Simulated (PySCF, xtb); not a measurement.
hydronium (H3O), SMILES [OH3+], charge +1.

xtb with GFN2-xTB at its own geometry gives an orbital gap of 13.85 eV.

Coordinates come from a PBE0-D3(BJ)/def2-TZVPD optimisation.

**Question.** What does PySCF with HF/def2-TZVPD give? (An estimate is asked for; the answer gives what the named calculation found.)

**Answer.** gap 21.45 eV (levels -25.95 and -4.50 eV).
